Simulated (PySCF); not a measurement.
# Structure elucidation problem

Molecular formula: C6H12NP. Simulated spectra:

$^{1}$H NMR (600 MHz, computed): δ 1.92 (m, 1H), 1.76 (m, 2H), 1.69 (m, 2H), 1.54 (m, 2H), 1.48 (m, 2H), 0.94 (m, 2H), 0.37 (br s, 1H).

$^{13}$C{$^{1}$H} NMR (computed): δ 35.3 (CH2), 32.8 (CH), 31.0 (CH2, 2C), 25.0 (CH2, 2C).

Non-relativistic, no solvent, equivalent nuclei averaged, single conformer. NMR shieldings at PBE0/pcSseg-1/GIAO; coordinates at the GFN2-xTB level; PySCF 2.14.0 with density-fitted response routines.

References, each an isolated molecule treated in the same way: $^{1}$H (31.72 ppm) and $^{13}$C (186.93 ppm) against TMS.

Problem. What is the structure?

Solution. 
- 4 carbon signals for 6 carbons: some carbons are equivalent by symmetry or fast rotation.
- Carbon types of the structure: 1 × CH, 5 × CH2, leaving 1 H on heteroatoms.
- δC 35.3, 25.0: sp3 CH2 bonded to P.
- δC 32.8: sp3 CH in a ring; aliphatic region, no heteroatom directly attached.
- δC 31.0: sp3 CH2 in a ring; saturated and bonded to C and H only.
- δH 1.92: hydrogen on an sp3 CH in a ring.
- δH 1.76, 1.69: hydrogen on an sp3 CH2 in a ring.
- δH 1.54, 1.48, 0.94: hydrogen on an sp3 CH2 bonded to P.
- δH 0.37: hydrogen on a nitrogen bonded to P; exchangeable; this is the value without hydrogen bonding to other molecules.

The compound is `N=[P@]12CC[C@H](CC1)C2`.

The data come from this structure; uniqueness wasn't tested.

Exchangeable OH/NH protons stand at their gas-phase positions; hydrogen bonding in a real sample shifts them, mostly to higher δ. Splittings by $^{31}$P in the carbon and heteronuclear signals aren't shown, as no couplings were computed. Shifts are as computed. Against solution values, carbons near 30 ppm lie about +3 ppm off and those near 130 ppm about +5 ppm. Of 1211 compounds with measured shifts, 218 miss one by over three times the rms of a fit or turn the order of signals round; such compounds aren't used in these exercises. No couplings were computed; multiplicities are counted from neighbouring protons, with m where these are inequivalent, close in shift, in a saturated or five-membered ring or joined by F or P, and br s for small geminal =CH2 splittings.
